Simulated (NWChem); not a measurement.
**Polarisability of phosphorus nitride (NP)**

```
N
P 1 1.4886
```
Charge 0, spin multiplicity 1.

Everything below was run with NWChem. All single points use one geometry, from PBE0/def2-SVP, a minimum by its harmonic frequencies.

Basis set: def2-SVPD. The field's frequency is 0.0773 Ha (589 nm).

```csv
method,isotropic polarisability (bohr³),difference from CCSD linear response
HF,26.71,-0.14
CCSD linear response,26.85,0.00
PBE,27.33,+0.48
PBE0,26.96,+0.11
B3LYP,26.95,+0.09
```

The values span 0.62 bohr³, from HF (lowest) to PBE (highest). 

The correlated methods keep 6 core orbitals frozen. B3LYP has NWChem's definition, with VWN1-RPA local correlation. No row is a measurement; the coupled-cluster row has its own basis-set and correlation limits.
